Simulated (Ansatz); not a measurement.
`[SiH3]N[SiH2][SiH2]Cl` → `[SiH3]N[SiH3]` + `[SiH]Cl` at 500 K and 1 bar (silylene formation by 1,1-elimination).

Gas-phase electronic energies from Ansatz, PBE0-D4/def2-TZVP geometries. CBS: MP2 limit from def2 TZ/QZ plus the TZ coupled-cluster correction, frozen cores. This one scheme is used for every species. One conformer a species, not always the lowest.

```json
{"species": "`[SiH3]N[SiH2][SiH2]Cl`", "CCSD(T)/CBS energy (Eh)": "-1386.61761", "H − E (kJ/mol)": "266.1", "S (J/(mol·K))": "498.9"}
{"species": "`[SiH3]N[SiH3]`", "CCSD(T)/CBS energy (Eh)": "-637.10515", "H − E (kJ/mol)": "216.0", "S (J/(mol·K))": "394.7"}
{"species": "`[SiH]Cl`", "CCSD(T)/CBS energy (Eh)": "-749.43948", "H − E (kJ/mol)": "39.6", "S (J/(mol·K))": "274.0"}
```

H − E and S are ideal-gas, rigid-rotor, harmonic terms from PBE0-D4/def2-TZVP, for one conformer and one mirror image of each species. 1 Eh = 2625.50 kJ/mol, R = 8.31446 J/(mol·K).

By hand: ΔE, ΔH, ΔS and ΔG.

ΔE = (-637.10515) + (-749.43948) − (-1386.61761) = 0.07298 Eh = 191.6 kJ/mol. Δ(H − E) = 216.0 + 39.6 − 266.1 = -10.5, so ΔH = 181.1 kJ/mol. ΔS = 394.7 + 274.0 − 498.9 = 169.8 J/(mol·K). ΔG = 181.1 − 500 × (169.8)/1000 = 96.2 kJ/mol.

By hand: the equilibrium constant, and the temperature at which ΔG would vanish if ΔH and ΔS stayed fixed.

log₁₀ K = −ΔG/(RT ln 10) = -10.0. ΔG = 0 at ΔH/ΔS = 1067 K.

The number of gas molecules changes by +1, which sets the sign of ΔS. A doubt of 5 kJ/mol in ΔE shifts log₁₀ K by 0.5 here. Other conformers and mirror images would add mixing entropy, several J/(mol·K) or more a flexible species. Modes under 60 cm⁻¹, often nearly free rotors, make the harmonic entropy too high. These are equilibria of isolated gas molecules and say nothing of rates. Largest T1 diagnostic: 0.013 (customary marks: 0.02 for closed shells, 0.045 for open ones).
